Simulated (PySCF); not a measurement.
Mapped SMILES: `[N:1]#[C:2][CH2:3][C:4]1=[CH:5][SiH2:6][C@H:7]2[CH2:8][C@@H:9]1[CH2:10]2` (H(Xn): hydrogen on atom n). Ha(C8), Ha(C10) are cis to C4 on the ring; Hb(C8), Hb(C10) are trans to C4 on the ring.

PySCF calculation with PBE0/pcSseg-1 with gauge-including orbitals and coordinates at the GFN2-xTB level; non-relativistic, in vacuum, one conformer, fast rotation and ring inversion assumed for equivalent nuclei.

References, each an isolated molecule treated in the same way: ¹³C against TMS.

Do the ¹³C shifts follow the atomic charges (in e)? Tabulate both.

Answers


| atoms | hybridisation | δ (ppm) | σ para (ppm) | Hirshfeld | IAO | Mulliken | ESP-fitted |
| --- | --- | --- | --- | --- | --- | --- | --- |
| C4 | sp2 | 172.9 | -246 | +0.03 | +0.05 | -0.25 | +0.15 |
| C2 | sp | 121.5 | -195 | +0.09 | +0.14 | +0.05 | +0.51 |
| C5 | sp2 | 121.2 | -191 | -0.15 | -0.46 | -0.30 | -0.36 |
| C9 | sp3 | 39.7 | -100 | -0.03 | -0.13 | -0.27 | +0.21 |
| C8/C10 | sp3 | 36.7 | -100 | -0.07 | -0.25 | -0.06 | -0.37 |
| C3 | sp3 | 31.7 | -91 | -0.04 | -0.30 | -0.07 | -0.62 |
| C7 | sp3 | 16.2 | -87 | -0.11 | -0.38 | -0.52 | -0.00 |

Correlation coefficients of δ with charge over these carbons: Hirshfeld +0.42, IAO +0.53, Mulliken +0.17, ESP-fitted +0.39; with the paramagnetic shielding -1.00. Among the 4 sp3 carbons alone: Hirshfeld +0.87, IAO +0.89, Mulliken +0.74, ESP-fitted -0.05. With so few points, grouped by hybridisation, these coefficients are fragile. Charge is one influence among several: hybridisation and low-lying excitations act through the paramagnetic term.

Shifts are as computed. Against solution values, carbons near 30 ppm lie about +3 ppm off and those near 130 ppm about +5 ppm. Of 1211 compounds with measured shifts, 218 miss one by over three times the rms of a fit or turn the order of signals round; such compounds aren't used in these exercises.
